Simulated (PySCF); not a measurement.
## Simulated absorption spectrum

C5H9NOSi.
Atom-mapped SMILES: `[CH3:1][O:2][C@@H:3]1[CH2:4][C@@:5]1([SiH3:6])[C:7]#[N:8]` (hydrogens: H9, H10, H11 on C1; H12 on C3; H13, H14 on C4; H15, H16, H17 on Si6)

Cartesian coordinates in Å at the GFN2-xTB level; atoms count from 1:
```
atom  x, y, z in Å
C1     2.2377    0.5713    0.1866
O2     1.3325   -0.1605   -0.6090
C3     0.4634   -0.9457    0.1285
C4    -0.7902   -1.3953   -0.5252
C5    -0.8673   -0.3548    0.5777
Si6   -1.3104    1.4291    0.0988
C7    -1.3467   -0.7825    1.8348
N8    -1.7270   -1.1044    2.8679
H9     1.7104    1.2514    0.8650
H10    2.8724   -0.1000    0.7763
H11    2.8545    1.1468   -0.5001
H12    0.9594   -1.6253    0.8230
H13   -0.9691   -1.0508   -1.5320
H14   -1.1489   -2.3940   -0.3211
H15   -0.9957    2.2840    1.2451
H16   -0.5384    1.7997   -1.0816
H17   -2.7434    1.4430   -0.1952
```

Method: TDDFT B3LYP/def2-SVPD, vertical, gas phase, core orbitals frozen in the response (PySCF 2.14.0, density-fitted response routines).

Computed states:

```json
{"state": "S1", "E (eV)": "6.51", "f": "0.0048"}
{"state": "S2", "E (eV)": "6.81", "f": "0.020"}
{"state": "S3", "E (eV)": "6.98", "f": "0.032"}
{"state": "S4", "E (eV)": "7.01", "f": "0.050"}
{"state": "S5", "E (eV)": "7.29", "f": "0.020"}
{"state": "S6", "E (eV)": "7.34", "f": "0.017"}
{"state": "S7", "E (eV)": "7.55", "f": "0.0005"}
{"state": "S8", "E (eV)": "7.67", "f": "0.044"}
```

Each state is given a Gaussian of 0.4 eV full width at half maximum, with ε(max) = 2.175×10⁸ f / Δν̃ (Δν̃ the width in cm⁻¹). The width is an assumption, not a result. The curve ends short of the highest state used, and states not computed would add to its high-energy end.

**Question.** What does the envelope look like, and where are its maxima?

**Answer.** 
```
λ (nm)  ε (L mol⁻¹ cm⁻¹)
 175.4              6449
 176.6              6712
 177.7              6685
 178.9              6346
 180.1              5732
 181.3              4937
 182.5              4073
 183.7              3238
 184.9              2500
 186.0              1937
 187.2              1454
 188.4              1092
 189.6               828
 190.8               636
 192.0               493
 193.1               392
 194.3               302
 195.5               229
 196.7               169
 197.9               121
 199.1                84
 200.2                58
 201.4                37
 202.6                23
 203.8                14
 205.0                 8
 206.2                 4
 207.4                 2
 208.5                 1
 209.7                 1
```

Maxima: 177 nm (7.00 eV), ε about 6700, made up of S2 (11%), S3 (32%) and S4 (50%) (ε in L mol⁻¹ cm⁻¹; maxima over ε = 5, shares over 10%).

**Question.** Coming from long wavelengths, where does ε first pass 100 L mol⁻¹ cm⁻¹?

**Answer.** At about 199 nm (6.25 eV), 0.27 eV below S1.

**Question.** On this curve, what absorbance would a 10⁻³ mol/L sample give at 193 nm over a 1 cm path?

**Answer.** 193 nm is 6.424 eV, where ε is about 400 L mol⁻¹ cm⁻¹, so A = ε c l ≈ 0.4 (Beer–Lambert, with the gas-phase spectrum and the assumed width).

**Question.** What would ε be at 7.00 eV, the highest of these maxima, with half the width (0.2 eV)?

**Answer.** About 11200 L mol⁻¹ cm⁻¹ against 6730, a factor of about 1.7; a lone state at its own centre would give exactly 2.

One conformer stands for the species.
